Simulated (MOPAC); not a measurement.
MOPAC input (PM6):

```
PM6 FORCE THERMO(298,298) PRECISE LET CHARGE=-1 GEO-OK AUX(PRECISION=9) THREADS=1
C5H5Se

C    -2.69885578 1   -1.11388188 1   -0.10181316 1
C    -1.29131758 1   -0.59952172 1   -0.05685423 1
C    -0.99561515 1    0.71252666 1    0.09951871 1
Se    0.97350869 1    0.87261894 1    0.09418358 1
C     1.05924863 1   -1.01987085 1   -0.13784082 1
C    -0.18639943 1   -1.54111545 1   -0.18568085 1
H    -3.41004710 1   -0.28630162 1    0.00814279 1
H    -2.88357210 1   -1.82599766 1    0.70852640 1
H    -2.90585120 1   -1.61084714 1   -1.05477375 1
H     1.99065634 1   -1.53417185 1   -0.21234849 1
H    -0.39263166 1   -2.59548539 1   -0.31175175 1
```

Output:

```
 *******************************************************************************
 **                                                                           **
 **                              MOPAC v23.2.5                                **
 **                                                                           **
 *******************************************************************************
 ** MOPAC's Digital Object Identifier: https://doi.org/10.5281/zenodo.6511958 **
 **                                                                           **
 ** Please cite the open-source release paper for use of this MOPAC version:  **
 ** J. E. Moussa and J. J. P. Stewart (2026)                                  **
 ** MOPAC: An open-source semiempirical molecular orbital program             **
 ** J. Open Source Softw., 11(119), 8025, https://doi.org/10.21105/joss.08025 **
 *******************************************************************************

                              PM6 CALCULATION RESULTS

 *******************************************************************************
 *  PM6        - The PM6 Hamiltonian to be used
 *  GEO-OK     - OVERRIDE INTERATOMIC DISTANCE AND OTHER SAFETY CHECKS
 *
 *
 *
 *                 CHARGE ON SYSTEM = -1
 *
 *
 *
 *  LET        - OVERRIDE SOME SAFETY CHECKS
 *  PRECISE    - TIGHTER CRITERIA TO BE USED
 *  FORCE      - FORCE CALCULATION SPECIFIED
 *  AUX        - OUTPUT AUXILIARY INFORMATION
 *  THERMO     - THERMODYNAMIC QUANTITIES TO BE CALCULATED
 *******************************************************************************
PM6 FORCE THERMO(298,298) PRECISE LET CHARGE=-1 GEO-OK AUX(PRECISION=9) THREADS=1
 C5H5Se

   ATOM   CHEMICAL          X               Y               Z
  NUMBER   SYMBOL      (ANGSTROMS)     (ANGSTROMS)     (ANGSTROMS)

     1       C         -2.69885578  *  -1.11388188  *  -0.10181316  *
     2       C         -1.29131758  *  -0.59952172  *  -0.05685423  *
     3       C         -0.99561515  *   0.71252666  *   0.09951871  *
     4      Se          0.97350869  *   0.87261894  *   0.09418358  *
     5       C          1.05924863  *  -1.01987085  *  -0.13784082  *
     6       C         -0.18639943  *  -1.54111545  *  -0.18568085  *
     7       H         -3.41004710  *  -0.28630162  *   0.00814279  *
     8       H         -2.88357210  *  -1.82599766  *   0.70852640  *
     9       H         -2.90585120  *  -1.61084714  *  -1.05477375  *
    10       H          1.99065634  *  -1.53417185  *  -0.21234849  *
    11       H         -0.39263166  *  -2.59548539  *  -0.31175175  *

          CARTESIAN COORDINATES

    NO.       ATOM           X           Y           Z

     1         C         -2.6989     -1.1139     -0.1018
     2         C         -1.2913     -0.5995     -0.0569
     3         C         -0.9956      0.7125      0.0995
     4        Se          0.9735      0.8726      0.0942
     5         C          1.0592     -1.0199     -0.1378
     6         C         -0.1864     -1.5411     -0.1857
     7         H         -3.4100     -0.2863      0.0081
[...]
 VIBRATION         23    9A"          ATOM PAIR      ENERGY CONTRIBUTION    RADIAL
 FREQUENCY          2697.40         C  1 -- H  8         +49.2% ( 72.1%)     97.9%
 TRANSITION DIPOLE   0.2543         C  1 -- H  9         +49.2% ( 72.1%)     97.9%
 TRAVEL (Ang.)       0.2236         C  1 -- C  2          +0.9% (  9.6%)      0.0%
 REDUCED MASS        0.4999         C  1 -- H  7          +0.8% (  9.2%)      0.0%
 EFFECTIVE MASS      1.4522
 FORCE CONSTANT      2.1429

 VIBRATION         24   15A'          ATOM PAIR      ENERGY CONTRIBUTION    RADIAL
 FREQUENCY          2701.27         C  1 -- H  7         +61.1% ( 80.3%)     99.6%
 TRANSITION DIPOLE   0.3689         C  1 -- H  9         +19.0% ( 44.8%)     87.8%
 TRAVEL (Ang.)       0.2325         C  1 -- H  8         +19.0% ( 44.8%)     87.8%
 REDUCED MASS        0.4616         C  1 -- C  2          +0.9% (  9.8%)      0.0%
 EFFECTIVE MASS      1.4529
 FORCE CONSTANT      1.9846

 VIBRATION         25   16A'          ATOM PAIR      ENERGY CONTRIBUTION    RADIAL
 FREQUENCY          2761.29         C  6 -- H 11         +93.4% ( 98.3%)    100.0%
 TRANSITION DIPOLE   0.3872         C  5 -- H 10          +3.3% ( 18.5%)     99.1%
 TRAVEL (Ang.)       0.1676         Se 4 -- C  6          +1.1% ( 10.7%)     96.2%
 REDUCED MASS        0.8697         C  2 -- C  6          +1.1% ( 10.5%)     17.2%
 EFFECTIVE MASS      1.3862
 FORCE CONSTANT      3.9069

 VIBRATION         26   17A'          ATOM PAIR      ENERGY CONTRIBUTION    RADIAL
 FREQUENCY          2780.27         C  1 -- H  7         +37.9% ( 59.4%)     97.0%
 TRANSITION DIPOLE   0.2757         C  1 -- H  8         +30.8% ( 53.5%)     96.0%
 TRAVEL (Ang.)       0.2718         C  1 -- H  9         +30.8% ( 53.5%)     96.0%
 REDUCED MASS        0.3283         C  1 -- C  2          +0.2% (  4.6%)     96.8%
 EFFECTIVE MASS      1.1230
 FORCE CONSTANT      1.4953

 VIBRATION         27   18A'          ATOM PAIR      ENERGY CONTRIBUTION    RADIAL
 FREQUENCY          2789.46         C  5 -- H 10         +93.9% ( 98.1%)     99.9%
 TRANSITION DIPOLE   0.7334         C  6 -- H 11          +3.2% ( 18.2%)     99.9%
 TRAVEL (Ang.)       0.1671         C  5 -- C  6          +1.4% ( 12.0%)     67.5%
 REDUCED MASS        0.8658         Se 4 -- C  5          +1.2% ( 11.2%)     21.3%
 EFFECTIVE MASS      1.4573
 FORCE CONSTANT      3.9691

      SYMMETRY NUMBER FOR POINT-GROUP Cs  =  1

          SYSTEM IS A GROUND STATE

 C5H5Se

          MOLECULE IS NOT LINEAR

          THERE ARE 27 GENUINE VIBRATIONS IN THIS SYSTEM
          THIS THERMODYNAMICS CALCULATION IS LIMITED TO
          MOLECULES WHICH HAVE NO INTERNAL ROTATIONS

                    CALCULATED THERMODYNAMIC PROPERTIES
                                          *
   TEMP. (K)   PARTITION FUNCTION   H.O.F.    ENTHALPY  HEAT CAPACITY ENTROPY
                                   KCAL/MOL   CAL/MOLE    CAL/K/MOL  CAL/K/MOL

 298.00  VIB.     0.1254D+02                  2137.4996    15.9463    12.1985
         ROT.     0.2302D+06                   888.2803     2.9808    27.5159
         INT.     0.2886D+07                  3025.7799    18.9271    39.7144
         TRA.     0.1672D+28                  1480.4672     4.9680    40.8038
         TOT.                       33.696    4506.2471    23.8951    80.5182

   *: NOTE: HEATS OF FORMATION ARE RELATIVE TO THE
            ELEMENTS IN THEIR STANDARD STATE AT 298K
              (=  Standard Enthalpy of Formation).

            Hvib:  Zero-point energy is not included.
                   frequencies of less than zero cm-1 are not included.
            Hrot = (3/2)RT
            Htra = (3/2)RT + pV = (5/2)RT

            Heat capacity is Cp, not Cv

          For more information, see: HTTP://OpenMOPAC.net/Manual/thermochemistry.html

           FORCE CONSTANT IN CARTESIAN COORDINATES (Millidynes/A)

    ATOM   CHEMICAL       X               Y               Z
   NUMBER   SYMBOL  FORCE CONSTANT  FORCE CONSTANT  FORCE CONSTANT

      1       C        7.332000        6.388870        6.055365
      2       C       10.594816        9.420867        2.159515
      3       C        4.616405        7.254417        0.541261
      4      Se        3.012369        3.604973        0.322900
      5       C       11.914744        6.042975        1.445361
      6       C       12.166804        8.198826        2.113652
      7       H        1.194356        3.679020        0.546409
      8       H        1.177936        1.299506        2.889668
      9       H        1.177873        1.299561        2.889676
     10       H        2.322171        2.690070        0.315098
     11       H        1.760166        3.313131        0.350728

 **********************
 *                    *
 * JOB ENDED NORMALLY *
 *                    *
 **********************

 == MOPAC DONE ==
```

The dipole moment of an ion depends on the origin.
